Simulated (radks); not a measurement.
Question: All-electron atom: V VI in [Ar]. Method: non-relativistic Kohn-Sham, LB94 model potential, spin-polarised, spherical densities, point nucleus; computed with a radial shooting solver on a logarithmic mesh with Libxc functionals. Some entries of the table are withheld. Estimate them.

orbital  occ.  eigenvalue (eV)  r(max) (bohr)
1s          2              (1)            (2)
2s          2        -702.0406         0.2584
2p          6        -609.0207         0.2089
3s          2        -152.6875            (3)
3p          6        -126.9398         0.8198
3d          0         -86.4783         0.7707
4s          0              (4)            (5)
4p          0         -52.9108          2.118
4f          0         -32.8160            (6)

Answer: 
(1) 1s eigenvalue (eV): -5473.148
(2) 1s r(max) (bohr): 0.04410
(3) 3s r(max) (bohr): 0.8094
(4) 4s eigenvalue (eV): -60.8223
(5) 4s r(max) (bohr): 1.978
(6) 4f r(max) (bohr): 2.337
